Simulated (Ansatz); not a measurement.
## ZnH2, singlet: energies of several shapes or isomers

Program: Ansatz, Gaussian basis, development build. Basis def2-SVP, nonrelativistic, 5 orbitals frozen in the corrections; active space CAS(4,4). Restricted Hartree–Fock, then the lowest state-specific CASSCF solution met for each case. Small basis; these aren't basis-limit values. Single-reference values can break down or jump between states where bonds are stretched. Unlike active orbitals can shift such differences by tenths of an eV, at times by over 1 eV.

Case A. A bond is stretched, to 1.49 times the sum of the covalent radii.

```xyz
3

H     0.0000    0.0000    2.2860
Zn    0.0000    0.0000    0.0000
H     0.0000    0.0000   -1.5240
```

Case B:

```xyz
3

H     0.0000    0.0000    1.6459
Zn    0.0000    0.0000    0.0000
H     0.0000    0.0000   -1.6459
```

Case C. A bond is stretched, to 1.99 times the sum of the covalent radii.

```tsv
atom	x (Å)	y (Å)	z (Å)
H	0.0000	0.0000	3.0480
Zn	0.0000	0.0000	0.0000
H	0.0000	0.0000	-1.5240
```

Case D:

```json
{"atom": "H", "x (Å)": "0.0000", "y (Å)": "0.0000", "z (Å)": "1.5240"}
{"atom": "Zn", "x (Å)": "0.0000", "y (Å)": "0.0000", "z (Å)": "0.0000"}
{"atom": "H", "x (Å)": "0.0000", "y (Å)": "0.0000", "z (Å)": "-1.5240"}
```

Energy less that of case A, in eV:

```
case  RHF/ROHF  CASSCF
   B    -1.462  -1.159
   C    +2.041  +1.355
   D    -1.475  -1.090
```

Problem. What does SC-NEVPT2 give for these differences?

Solution. B: -1.334 eV; C: +1.426 eV; D: -1.407 eV.

Problem. Which case is lowest, and do the methods agree?

Solution. D is lowest in SC-NEVPT2. CASSCF puts B lowest.
